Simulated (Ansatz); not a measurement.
Ansatz (a quantum-chemistry and plane-wave program) input (B3LYP-D3(BJ)/def2-TZVP):

Ansatz 0.2 input:
```yaml
crystal:
  periodic: [false, false, false]
  atoms:
    - {symbol: Se, position_ang: [-0.00000000, -0.00000000, -1.09408869]}
    - {symbol: Se, position_ang: [0.00000000, 0.00000000, 1.09408869]}
basis:
  gaussian:
    orbitals: def2-TZVP
hamiltonian:
  xc: b3lyp
  dispersion: d3bj
magnetization: {spin_polarized: true, initial_magnetization: 2}
phonons: {temperatures: {t_min: 298.15, t_max: 298.15, t_step: 100}}
```

Output:

```
Functional definition: B3LYP
integrals: 0.04 GiB planned
679 factors; integrals over basis functions are off by at most 2.3e-4 eV
mean field: 0.60 GiB planned
mean field evaluation 1: about -130701.1408 eV, gradient 7.4e0 eV
mean field evaluation 2: about -130701.2487 eV, gradient 4.1e0 eV
mean field evaluation 4: about -130701.2921 eV, gradient 2.4e-1 eV
mean field evaluation 8: about -130701.3288 eV, gradient 1.6e-3 eV
mean field -130701.32877165 eV, -4803.1852398157 hartree, gradient 4.0e-5 eV, S^2 2.006756; 0 other end points of the search recorded, 0 dependent functions left out
the calculation of the forces begins
reference -130701.32894372 eV, -4803.1852461392 hartree; 35, 33 occupied and 61, 63 virtual orbitals, 679 factors
these checks for a lower state are left out or cut short: stability, starts, cluster_reference, orbital_swaps, neighbouring_geometries, increment
integrals: 0.04 GiB planned
679 factors; integrals over basis functions are off by at most 2.3e-4 eV
mean field: 0.60 GiB planned
mean field evaluation 16: about -130701.2921 eV, gradient 2.1e-1 eV
mean field -130701.32877166 eV, -4803.1852398158 hartree, gradient 2.3e-6 eV, S^2 2.006756; 0 other end points of the search recorded, 0 dependent functions left out
the calculation of the forces begins
reference -130701.32894373 eV, -4803.1852461393 hartree; 35, 33 occupied and 61, 63 virtual orbitals, 679 factors
these checks for a lower state are left out or cut short: stability, starts, cluster_reference, orbital_swaps, neighbouring_geometries, increment
integrals: 0.04 GiB planned
679 factors; integrals over basis functions are off by at most 2.3e-4 eV
mean field: 0.60 GiB planned
mean field -130701.32877166 eV, -4803.1852398158 hartree, gradient 2.2e-6 eV, S^2 2.006756; 0 other end points of the search recorded, 0 dependent functions left out
the calculation of the forces begins
reference -130701.32894373 eV, -4803.1852461393 hartree; 35, 33 occupied and 61, 63 virtual orbitals, 679 factors
these checks for a lower state are left out or cut short: stability, starts, cluster_reference, orbital_swaps, neighbouring_geometries, increment
integrals: 0.04 GiB planned
679 factors; integrals over basis functions are off by at most 2.3e-4 eV
mean field: 0.60 GiB planned
mean field evaluation 32: about -130701.3288 eV, gradient 2.2e-5 eV
mean field -130701.32877166 eV, -4803.1852398158 hartree, gradient 2.3e-6 eV, S^2 2.006756; 0 other end points of the search recorded, 0 dependent functions left out
the calculation of the forces begins
reference -130701.32894373 eV, -4803.1852461393 hartree; 35, 33 occupied and 61, 63 virtual orbitals, 679 factors
these checks for a lower state are left out or cut short: stability, starts, cluster_reference, orbital_swaps, neighbouring_geometries, increment
integrals: 0.04 GiB planned
679 factors; integrals over basis functions are off by at most 2.3e-4 eV
mean field: 0.60 GiB planned
mean field -130701.32877166 eV, -4803.1852398158 hartree, gradient 2.2e-6 eV, S^2 2.006756; 0 other end points of the search recorded, 0 dependent functions left out
the calculation of the forces begins
reference -130701.32894373 eV, -4803.1852461393 hartree; 35, 33 occupied and 61, 63 virtual orbitals, 679 factors
these checks for a lower state are left out or cut short: stability, starts, cluster_reference, orbital_swaps, neighbouring_geometries, increment
integrals: 0.04 GiB planned
679 factors; integrals over basis functions are off by at most 2.3e-4 eV
mean field: 0.60 GiB planned
mean field -130701.32869672 eV, -4803.1852370621 hartree, gradient 1.3e-6 eV, S^2 2.006752; 0 other end points of the search recorded, 0 dependent functions left out
the calculation of the forces begins
reference -130701.32886877 eV, -4803.1852433845 hartree; 35, 33 occupied and 61, 63 virtual orbitals, 679 factors
these checks for a lower state are left out or cut short: stability, starts, cluster_reference, orbital_swaps, neighbouring_geometries, increment
integrals: 0.04 GiB planned
679 factors; integrals over basis functions are off by at most 2.3e-4 eV
mean field: 0.60 GiB planned
mean field -130701.32871205 eV, -4803.1852376253 hartree, gradient 1.3e-6 eV, S^2 2.006761; 0 other end points of the search recorded, 0 dependent functions left out
the calculation of the forces begins
reference -130701.32888415 eV, -4803.1852439499 hartree; 35, 33 occupied and 61, 63 virtual orbitals, 679 factors
Total energy: -130701.41558649 eV, -4803.1884302019 hartree
Atom 0 at    -0.000000    -0.000000    -1.094089 Å, force     0.000000    -0.000000    -0.000011 eV/Å
Atom 1 at     0.000000     0.000000     1.094089 Å, force    -0.000000    -0.000000     0.000011 eV/Å
Dipole moment:     0.000000    -0.000000     0.000000 e Å
Vibrations: 385.09 cm⁻¹, zero-point energy 0.023873 eV
```
